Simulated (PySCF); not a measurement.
## Frontier orbitals and the lowest excitations

Species: C₆H₉N.
Z-matrix (Å and degrees, GFN2-xTB geometry), rows numbered from 1:
```
C 
C   1  1.3317
N   2  1.3643  1  126.36
C   3  1.4462  2  122.88  1    -9.69
C   4  1.4959  3  102.96  2  -167.20
C   5  1.3215  4  111.08  3     2.68
C   3  1.4470  2  122.87  1  -170.54
H   1  1.0735  2  120.48  3  -178.24
H   1  1.0743  2  122.76  3     1.19
H   2  1.0826  1  120.20  3   178.16
H   4  1.0991  3  111.05  2    72.78
H   4  1.1014  3  111.70  2   -47.31
H   5  1.0748  4  121.68  3  -177.63
H   6  1.0749  5  127.36  4   179.88
H   7  1.1015  3  112.26  2    47.47
H   7  1.1000  3  111.19  2   -73.13
```

Computed with PySCF 2.14.0, density-fitted response routines, TDDFT PBE0/def2-SVPD, vertical, gas phase, core orbitals frozen in the response.

Frontier orbitals with the atoms that hold most of them (Löwdin shares over 4%, at most four atoms; ? is withheld):

```
orbital  ε (eV)                            atoms
 HOMO-3  -10.02  C1 26%, C2 20%, H9 14%, H10 12%
 HOMO-2   -9.11    N3 26%, C2 26%, C1 13%, C5 8%
 HOMO-1   -7.34                                ?
   HOMO   -5.48                                ?
   LUMO       ?    C5 33%, C6 31%, C7 6%, H13 6%
 LUMO+1    0.78    C7 14%, C6 12%, C5 10%, C2 9%
 LUMO+2    1.13   C2 28%, C1 27%, N3 10%, H10 6%
```

Q: Give the leading atoms of the HOMO.

A: N3 (bonded to 3 C) 32%; C1 (bonded to C and 2 H) 29%; C2 (bonded to C, N and H) 13%; C7 (bonded to C, N and 2 H) 4%. By element: carbon 46% or more, nitrogen 32%.

Q: Give the leading atoms of the HOMO-1.

A: C6 (bonded to 2 C and H) 29%; C5 (bonded to 2 C and H) 29%; C4 (bonded to C, N and 2 H) 8%; C7 (bonded to C, N and 2 H) 7%.

Q: What is the LUMO energy, and the HOMO–LUMO gap?

A: ε(LUMO) = 0.21 eV; the gap is 5.69 eV (0.2092 hartree).

Q: The HOMO–LUMO gap is 5.69 eV. Where does the response calculation put the lowest singlet, and from which orbitals?

A: S1 is at 4.61 eV (f = 0.016), 1.08 eV below the gap, made of HOMO→LUMO (99%). Without the coupling terms of the response equations the lowest excitation would equal the gap.

Q: Give energy, strength and leading configuration of S1 and S2, and follow the Löwdin shares of the leading atoms from the occupied to the empty orbital.

A: 
- S1 (4.61 eV, f 0.016), HOMO→LUMO (99%): N3 32% → at most 6%, C1 29% → at most 6%, C5 at most 5% → 33%, C6 at most 5% → 31%
- S2 (5.18 eV, f 0.040), HOMO→LUMO+1 (95%): N3 32% → at most 10%, C1 29% → at most 10%, C7 4% → 14%, C6 at most 5% → 12%

Löwdin shares depend on the basis, the more so with diffuse functions.

The run took 29 s on one thread, Arm Neoverse V1 (aarch64), no GPU, shared host with 32 logical CPUs at a one-minute load of 25, and the process peaked at 0.86 GiB of memory.

One conformer stands for the species.
